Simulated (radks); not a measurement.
Results of a calculation; reference values are marked as such.
Initial-state core-level shifts of the thallium ion Tl+ when its valence configuration changes from [Hg]. Code: a radial shooting solver on a logarithmic mesh with Libxc functionals. Model: Dirac Kohn-Sham, PBE, spin-unpolarised, spherical densities, finite nucleus; open shells fill j = l - 1/2 first; Fermi nuclear charge, rms radius 5.4759 fm. Shifts are changes of the shell-averaged eigenvalues in eV (positive: less bound); the change of the density at the nucleus, which sets a Mossbauer isomer shift, is in e/bohr^3, on a base of 2.523e+06.

[Xe] 4f14 5d10 6s1 6p1: 2p -1.397; 3p -1.411; 3d -1.409; 4d -1.415; density at nucleus -202.9
[Xe] 4f14 5d10 6s1.5 6p0.5: 2p -0.708; 3p -0.715; 3d -0.714; 4d -0.717; density at nucleus -99.8
[Xe] 4f12 5d10 6s2 6p2: 2p -41.220; 3p -45.946; 3d -45.676; 4d -37.666; density at nucleus +584.7
[Xe] 4f14 5d9.5 6s1 6p1.5: 2p -4.075; 3p -4.074; 3d -4.081; 4d -4.053; density at nucleus -175.5
[Xe] 4f14 5d10 6s0.5 6p1.5: 2p -2.067; 3p -2.089; 3d -2.086; 4d -2.095; density at nucleus -309.2
[Xe] 4f14 5d10 6p2: 2p -2.722; 3p -2.751; 3d -2.747; 4d -2.759; density at nucleus -418.4
[Xe] 4f13 5d10 6s1 6p2: 2p -21.471; 3p -23.809; 3d -23.668; 4d -19.881; density at nucleus +53.0
[Xe] 4f14 5d9 6s2 6p1: 2p -5.480; 3p -5.443; 3d -5.463; 4d -5.390; density at nucleus +78.1
[Xe] 4f13 5d10 6s2 6p1: 2p -20.161; 3p -22.482; 3d -22.343; 4d -18.551; density at nucleus +283.0
